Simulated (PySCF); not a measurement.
**Worked example: oscillator strength and radiative lifetime**

SiH2Cl2, SMILES Cl[SiH2]Cl.

The structure is a stationary point at B3LYP-D3(BJ)/def2-TZVP. The isomer is the one that the SMILES or the coordinates give; other isomers of the formula were not compared.

TDA-PBE/def2-SVPD run with PySCF puts the first singlet state with f over 0.02 at 7.26 eV (vertical), with the transition dipole (-0.440, 0.000, 0.000) in atomic units.

Find the oscillator strength, the wavelength and the radiative lifetime that this transition would have in vacuum if emission retraced absorption.


|μ|² = 0.1936 au, so |μ| = 1.12 D. ΔE = 7.26/27.211 = 0.2668 hartree. f = (2/3) ΔE |μ|² = 0.034 (the program prints 0.034).
λ = 1239.84/7.26 = 171 nm; ν = 58556 cm⁻¹.
Einstein's coefficient A = 0.6670 ν² f s⁻¹ (ν in cm⁻¹) = 7.9e7 s⁻¹, so τ = 1/A = 13 ns. This state is S3; the lower singlets have f = 0.010, 0.000. The figure is the radiative limit of this one transition; relaxation, internal conversion, crossing to triplets and a medium change what is measured.
